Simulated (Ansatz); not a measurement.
Two isomers of CH4BNO: A = `B1NCO1`, B = `OC1BN1`.

Calculated with Ansatz (gas phase, PBE0-D4/def2-TZVP geometries, no zero-point term in ΔE). CCSD(T)/CBS is the MP2 limit (def2-TZVPP, def2-QZVPP) plus CCSD(T) − MP2 in def2-TZVPP, frozen cores. Functionals use def2-TZVPP. B3LYP here is the variant with VWN-RPA as its local correlation; programs differ in this. Each species was taken in one conformer, which may not be the lowest.

Task: Which isomer does CCSD(T)/CBS put lower? Give the gap. (Best estimate.)

Result: The calculation gave: A, by 44.3 kcal/mol.

Task: Give E(B) − E(A) in kcal/mol with BLYP-D4, B2PLYP, CCSD/def2-TZVPP, B3LYP, PBE0-D4, B3LYP-D4, MP2/def2-TZVPP. (Estimate.)

Result: Computed: BLYP-D4 41.5, B2PLYP 44.0, CCSD/def2-TZVPP 45.3, B3LYP 42.8, PBE0-D4 42.9, B3LYP-D4 43.0, MP2/def2-TZVPP 44.8. None reverses the order clearly.

Task: Does the order hold for the free energy at 298.15 K (harmonic terms from PBE0-D4)? (Best estimate.)

Result: Ansatz gave: Yes: G(B) − G(A) = +43.2 kcal/mol, for one conformer each.

Largest T1 diagnostic: 0.014.

Leaving LDA and LC-ωPBE aside and taking each functional with its dispersion term where it has one, the values, not all of them listed here, spread over 4.2 kcal/mol, from PBE-D4 to BHLYP-D4. LDA lies +1.1 kcal/mol from PBE without D4. At CCSD(T), def2-SVP lies +1.2 kcal/mol from the extrapolated value and def2-TZVPP +0.6 kcal/mol.
